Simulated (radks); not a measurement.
Results of a calculation; reference values are marked as such.
Spin polarisation of the 3d7 shell in Ni3+. Start: [Ar] 3d(up 3.5, down 3.5); electrons of 3d are moved from spin down to spin up, other shells keep equal spins. Code: a radial shooting solver on a logarithmic mesh with Libxc functionals. Model: scalar-relativistic Kohn-Sham, LDA (Slater exchange, Perdew-Wang correlation), spin-polarised, spherical densities, finite nucleus; Fermi nuclear charge, rms radius of each element as measured or else 0.836 A^(1/3) + 0.57 fm.

[
 {"moment (Bohr magnetons)": "0", "E - E(0) (eV)": "0.000", "e(3d up) (eV)": "-47.391", "e(3d down) (eV)": "-47.391", "3p down minus up (eV)": "0.000", "3s down minus up (eV)": "0.000", "2p down minus up (eV)": "0.000"},
 {"moment (Bohr magnetons)": "0.75", "E - E(0) (eV)": "-0.153", "e(3d up) (eV)": "-47.782", "e(3d down) (eV)": "-46.968", "3p down minus up (eV)": "0.864", "3s down minus up (eV)": "0.885", "2p down minus up (eV)": "0.373"},
 {"moment (Bohr magnetons)": "1.5", "E - E(0) (eV)": "-0.611", "e(3d up) (eV)": "-48.142", "e(3d down) (eV)": "-46.513", "3p down minus up (eV)": "1.728", "3s down minus up (eV)": "1.772", "2p down minus up (eV)": "0.745"},
 {"moment (Bohr magnetons)": "2.25", "E - E(0) (eV)": "-1.375", "e(3d up) (eV)": "-48.471", "e(3d down) (eV)": "-46.024", "3p down minus up (eV)": "2.595", "3s down minus up (eV)": "2.661", "2p down minus up (eV)": "1.117"},
 {"moment (Bohr magnetons)": "3", "E - E(0) (eV)": "-2.446", "e(3d up) (eV)": "-48.769", "e(3d down) (eV)": "-45.502", "3p down minus up (eV)": "3.465", "3s down minus up (eV)": "3.552", "2p down minus up (eV)": "1.487"}
]

At moment 3 the spin-polarisation energy is -2.446 eV and the 3d exchange splitting 3.267 eV, that is 1.089 eV per Bohr magneton; E = -I m^2/4 would give I = 1.087 eV.
